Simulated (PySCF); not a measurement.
dimethyl carbonate cation (C3H6O3), SMILES COC(=O)OC (connectivity only; charge and spin as stated), charge +1, multiplicity 2.

Coordinates come from a B3LYP-D3(BJ)/def2-SVP optimisation. The spin state was assumed, not searched.

The numbers are results of TDA-PBE/def2-SVPD run with PySCF, not measurements.

Vertical excitations. Gas-phase values at a fixed geometry.

| state | energy (eV) | λ (nm) | f | main pairs |
|---|---|---|---|---|
| root 1 | 0.30 | 4099 | 0.000 | β HOMO→LUMO 100 % |
| root 2 | 0.70 | 1772 | 0.000 | β HOMO−1→LUMO 100 % |
| root 3 | 1.29 | 959 | 0.020 | β HOMO−2→LUMO 97 % |
| root 4 | 1.81 | 684 | 0.006 | β HOMO−3→LUMO 95 % |
| root 5 | 2.28 | 544 | 0.000 | β HOMO−4→LUMO 100 % |
| root 6 | 3.45 | 359 | 0.000 | β HOMO−5→LUMO 97 % |
| root 7 | 3.55 | 350 | 0.001 | β HOMO−7→LUMO 100 % |
| root 8 | 3.67 | 338 | 0.013 | β HOMO−6→LUMO 94 % |
| root 9 | 5.68 | 218 | 0.008 | β HOMO−8→LUMO 97 % |
| root 10 | 5.77 | 215 | 0.000 | β HOMO−9→LUMO 99 % |
Unrestricted roots are not spin-pure.
